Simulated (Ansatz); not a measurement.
`C/C=N\[SiH3]` and `C/C=N/C` differ in one atom or group (the configuration at the double bond changes too).

Ansatz, PBE0-D4/def2-TZVP geometries, multiplicity 1. 

| property | `C/C=N\[SiH3]` |
| --- | --- |
| LUMO energy (B3LYP/def2-TZVPP) / eV | -0.86 |
| HOMO energy (B3LYP/def2-TZVPP) / eV | -6.69 |
| HOMO–LUMO gap (ωB97M-V/def2-TZVPP) / eV | 10.80 |
| HOMO–LUMO gap (PBE/def2-TZVPP) / eV | 3.82 |
| LUMO energy (PBE/def2-TZVPP) / eV | -1.73 |
| zero-point energy (PBE0-D4/def2-TZVP) / kJ/mol | 219.4 |

Q: What does the change do to each property? (An estimate is asked.)

A: Computed: 
```
                                      property  `C/C=N/C`  shift
           LUMO energy (B3LYP/def2-TZVPP) / eV      -0.12   0.74
           HOMO energy (B3LYP/def2-TZVPP) / eV      -6.96  -0.27
       HOMO–LUMO gap (ωB97M-V/def2-TZVPP) / eV      11.95   1.15
           HOMO–LUMO gap (PBE/def2-TZVPP) / eV       4.72   0.90
             LUMO energy (PBE/def2-TZVPP) / eV      -0.99   0.74
zero-point energy (PBE0-D4/def2-TZVP) / kJ/mol      252.8   33.4
```

With PBE0 the HOMO falls by 0.27 eV and the LUMO rises by 0.78 eV, so the gap widens by about 1.05 eV. PBE moves the HOMO by -0.17 eV and ωB97M-V by -0.35 eV.

B3LYP here is the variant with VWN-RPA as its local correlation; programs differ in this.
